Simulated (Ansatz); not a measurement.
`N[SiH](O)Cl` + `N[SiH](N)F` → `N[Si@H](O)N[Si@@H](N)F` + HCl  (ligand exchange at the Si–Cl bond)

Program: Ansatz. Geometries: PBE0-D4/def2-TZVP. ΔE: electronic, gas phase. CCSD(T)/CBS is the MP2 limit (def2-TZVPP, def2-QZVPP) plus CCSD(T) − MP2 in def2-TZVPP, frozen cores. This one scheme is used for every species. DFT in def2-TZVPP. B3LYP here is the variant with VWN-RPA as its local correlation; programs differ in this. One conformer a species, not always the lowest.

`N[SiH](O)Cl`:

Cartesian coordinates in Å:
```
N 0.643 -0.481 0.901
Si -0.134 -0.054 -0.549
O -1.553 0.697 -0.259
Cl 1.218 1.157 -1.520
H 1.647 -0.488 0.964
H 0.213 -1.106 1.563
H -0.496 -1.144 -1.473
H -1.537 1.419 0.374
```

`N[SiH](N)F`:

Z-matrix (Å, degrees):
```
Si
N 1 1.694
F 1 1.604 2 116.3
N 1 1.699 2 107.9 3 116.0
H 1 1.482 2 106.1 3 -115.6
H 2 1.006 1 121.4 3 85.7
H 2 1.007 1 121.8 3 -68.8
H 4 1.006 1 121.0 2 -157.4
H 4 1.006 1 121.2 2 50.4
```

`N[Si@H](O)N[Si@@H](N)F`:

Z-matrix (Å, degrees):
```
Si
O 1 1.635
N 1 1.742 2 106.0
N 1 1.706 2 116.8 3 -119.5
H 1 1.482 2 109.3 3 122.5
H 2 0.972 1 114.9 3 -3.0
Si 3 1.696 1 130.0 2 21.9
H 3 1.011 1 113.9 2 -168.4
H 4 1.007 1 119.2 2 -90.4
H 4 1.008 1 121.4 2 55.5
N 7 1.724 3 108.2 1 -40.6
F 7 1.599 3 114.6 1 73.3
H 7 1.481 3 108.8 1 -168.6
H 11 1.010 7 117.2 3 154.6
H 11 1.010 7 118.3 3 -69.7
```

HCl:

```xyz
2

Cl   -0.135   -0.387   -0.491
H     0.135    0.387    0.491
```

| level | ΔE (kJ/mol) |
| --- | --- |
| r2SCAN-D4 | 29.6 |
| r2SCAN | 32.2 |
| B3LYP | 36.5 |
| SCS-MP2/def2-TZVPP | 27.2 |
| CCSD/def2-TZVPP | 24.5 |
| CCSD(T)/def2-TZVPP | 21.4 |
| MP2/def2-QZVPP | 28.9 |
| HF/CBS(def2) | 44.3 |

Task: What does CCSD(T)/CBS give? (Best estimate.)

Result: Ansatz gave: +27.2 kJ/mol. The listed levels differ from it by 2.4, 5.0, 9.3, 0.0, -2.7, -5.8, 1.7, 17.1 kJ/mol.

Largest T1 diagnostic among the species: 0.011.

In def2-TZVPP, CCSD(T) changes the Hartree–Fock value by −22.6 kJ/mol (the triples alone add −3.1 kJ/mol) and MP2 by −18.5 kJ/mol. The D4 term adds −11.4 kJ/mol with B3LYP and −6.8 kJ/mol with PBE0; it sums over pairs of atoms, weighted by their polarisabilities, and B3LYP, whose exchange is more repulsive, gets the larger term.
